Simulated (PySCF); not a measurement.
# C40H8: Orbital levels and atomic charges

System: C40H8 (carbon bowl).

Cartesian coordinates (Å):
```
  1 C    -0.901   -2.402   -2.800
  2 C    -0.885   -1.098   -3.415
  3 C     0.459   -0.702   -3.544
  4 C     1.290   -1.715   -2.870
  5 C     0.437   -2.709   -2.371
  6 C     0.433   -2.934   -0.947
  7 C    -0.920   -2.752   -0.493
  8 C    -1.681   -2.295   -1.623
  9 C    -2.286   -1.008   -1.530
 10 C    -1.769   -0.246   -2.659
 11 C    -1.369    1.056   -2.401
 12 C    -0.036    1.512   -2.659
 13 C     0.901    0.567   -3.099
 14 C     2.040    0.370   -2.241
 15 C     2.193   -1.039   -2.013
 16 C     2.410   -1.471   -0.682
 17 C     1.486   -2.435   -0.148
 18 C     1.178   -2.289    1.223
 19 C    -0.131   -2.232    1.683
 20 C    -1.208   -2.221    0.771
 21 C    -2.129   -1.135    0.928
 22 C    -2.495   -0.418   -0.261
 23 C    -2.428    1.010   -0.154
 24 C    -1.790    1.707   -1.194
 25 C    -0.903    2.761   -0.873
 26 C     0.307    2.488   -1.657
 27 C     1.566    2.476   -1.089
 28 C     2.385    1.308   -1.258
 29 C     3.105    0.820   -0.140
 30 C     3.003   -0.529    0.228
 31 C     2.989   -0.750    1.645
 32 C     1.988   -1.546    2.168
 33 C     1.192   -1.272    3.319
 34 C    -0.146   -1.535    2.948
 35 C    -1.303   -0.833    3.269
 36 C    -2.159   -0.468    2.191
 37 C    -2.588    0.874    2.264
 38 C    -2.492    1.658    1.114
 39 C    -2.032    3.005    1.220
 40 C    -1.148    3.501    0.295
 41 H     1.793    3.140   -0.267
 42 H     3.464    1.528    0.594
 43 H     3.524   -0.058    2.282
 44 H     1.509   -0.717    4.181
 45 H    -1.378   -0.288    4.200
 46 H    -2.652    1.357    3.229
 47 H    -2.213    3.539    2.140
 48 H    -0.609    4.415    0.493
```

Method: LC-wPBE/6-31G*, gas phase, PySCF, fitting set def2-universal-JFIT up to Ne and JKFIT beyond, grid level 1.

The gap is small, so a closed-shell solution may not be the true ground state; the numbers describe that solution.

Question: Give the orbital energies near the gap.

Answer: 
```csv
orbital,eV
HOMO-4,-8.12
HOMO-3,-8.05
HOMO-2,-7.89
HOMO-1,-7.33
HOMO,-6.71
LUMO,-2.26
LUMO+1,-1.10
LUMO+2,0.19
LUMO+3,0.77
```

Question: Give the partial charges of the non-hydrogen atoms.

Answer: 
| atom | Mulliken | IAO | Hirshfeld |
| --- | --- | --- | --- |
| C1 | -0.10 | -0.12 | -0.09 |
| C2 | -0.01 | -0.01 | -0.01 |
| C3 | -0.03 | -0.03 | -0.02 |
| C4 | -0.04 | -0.04 | -0.03 |
| C5 | -0.01 | 0.00 | -0.01 |
| C6 | 0.00 | 0.01 | 0.01 |
| C7 | -0.03 | -0.02 | -0.01 |
| C8 | -0.01 | 0.05 | 0.01 |
| C9 | -0.04 | -0.05 | -0.02 |
| C10 | 0.02 | 0.02 | 0.01 |
| C11 | 0.00 | -0.02 | -0.02 |
| C12 | -0.03 | -0.04 | -0.02 |
| C13 | 0.01 | -0.01 | -0.01 |
| C14 | -0.03 | 0.02 | 0.01 |
| C15 | 0.01 | 0.00 | -0.01 |
| C16 | -0.01 | -0.04 | -0.02 |
| C17 | 0.05 | 0.00 | 0.00 |
| C18 | -0.05 | -0.03 | -0.03 |
| C19 | -0.04 | -0.02 | -0.02 |
| C20 | 0.05 | 0.00 | -0.01 |
| C21 | -0.02 | -0.06 | -0.03 |
| C22 | 0.05 | 0.00 | 0.00 |
| C23 | 0.02 | 0.03 | 0.02 |
| C24 | -0.03 | 0.00 | 0.00 |
| C25 | 0.04 | 0.03 | 0.02 |
| C26 | 0.03 | -0.02 | -0.01 |
| C27 | -0.21 | -0.11 | -0.02 |
| C28 | 0.08 | -0.03 | -0.01 |
| C29 | -0.23 | -0.08 | 0.00 |
| C30 | 0.07 | -0.02 | -0.01 |
| C31 | -0.19 | -0.03 | 0.03 |
| C32 | 0.05 | -0.02 | -0.02 |
| C33 | -0.21 | -0.14 | -0.03 |
| C34 | 0.05 | -0.03 | -0.02 |
| C35 | -0.19 | -0.05 | 0.02 |
| C36 | 0.07 | -0.01 | -0.01 |
| C37 | -0.22 | -0.07 | 0.01 |
| C38 | 0.07 | -0.03 | -0.01 |
| C39 | -0.19 | -0.12 | -0.03 |
| C40 | -0.21 | -0.17 | -0.06 |
